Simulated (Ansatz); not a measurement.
# Energy profile

The step: GeH₂ + H₂ → GeH₂ + H₂; bonds formed: Ge1–H4, H2–H3; bonds broken: Ge1–H2, H3–H4 (atoms numbered as in the saddle structure below).

```
atom    x (Å)    y (Å)    z (Å)
 Ge1  -0.6853  -0.6755  -0.1369
  H2   0.8424  -0.2673  -0.7685
  H3   0.7989   0.1208   0.2591
  H4   0.1740   0.0200   1.1582
  H5  -1.1302   0.8019  -0.5119
```

Electronic energies by CCSD(T) at an estimated basis limit (MP2 extrapolated from triple and quadruple zeta, plus CCSD(T) − MP2 in triple zeta), on PBE0-D4/def2-TZVP structures; GeH$_{4}$, closed shell; no counterpoise correction. Computed with Ansatz 0.2.0 (basis: def2-TZVPP and def2-QZVPP); correlated methods freeze the cores. Filled d shells of the heavier atoms are correlated. The def2 sets are not built for correlating such inner shells, so the correlated values are less sure here. Extrapolation: Hartree–Fock as exp(−7.88 √X), correlation as X^−2.97.

**Question.** Give the profile in kcal/mol, counted from the separated reactants. (Judge from chemistry; the value comes from the calculation.)

**Answer.** By the calculation:
```
                                                                  point  kcal/mol
separated: GeH$_{2}$ (Ge1, H2, H5; singlet) + H$_{2}$ (H3, H4; singlet)      0.00
                                                        start structure     -5.99
                                                                 saddle      5.84
                                                          end structure     -5.99
separated: GeH$_{2}$ (Ge1, H4, H5; singlet) + H$_{2}$ (H2, H3; singlet)      0.00
```

The T1 diagnostic stays at or below 0.014. The restricted Hartree–Fock reference is unstable towards an unrestricted one at one or more of these structures.

For scale, one of the runs: CCSD(T)/def2-TZVPP, 104 basis functions (an equivalent command: `ansatz run in.yaml --threads 2`). The run took about 2.3 s on 2 CPU threads (shared host).
